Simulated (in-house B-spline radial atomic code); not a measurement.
A fraction x of an electron is added to 3d in Ni, starting from [Ar] 3d8 4s2 and keeping the highest spin. Level of theory: scalar-relativistic (X2C) BHandHLYP, spin-polarised, spherical fractional occupations, Fermi nucleus of rms radius 3.7757 fm; calculated with a B-spline radial code for spherical atoms.

Caution: exact exchange at fractional occupations of open shells leaves self-interaction of up to several eV.

| x | E(x) - E(0) (eV) | 3d down level (eV) |
| --- | --- | --- |
| 0 | 0.0000 | -8.151 |
| 0.1 | -0.7628 | -7.110 |
| 0.2 | -1.4233 | -6.107 |
| 0.3 | -1.9856 | -5.145 |
| 0.4 | ? | ? |
| 0.5 | -2.8323 | -3.353 |
| 0.6 | ? | ? |
| 0.7 | -3.3403 | -1.764 |
| 0.8 | -3.4809 | -1.059 |

Q: What belongs in the row x = 0.4?

A: An energy change of -2.4538 eV; 3d down at -4.226 eV.

Q: What belongs in the row x = 0.6?

A: An energy change of -3.1261 eV; 3d down at -2.531 eV.

Q: Check Janak's theorem between x = 0.1 and 0.2.

A: The slope of the energy is -6.60 eV; the orbital levels give -6.61 eV (ε of the filling orbital, averaged over the two points).
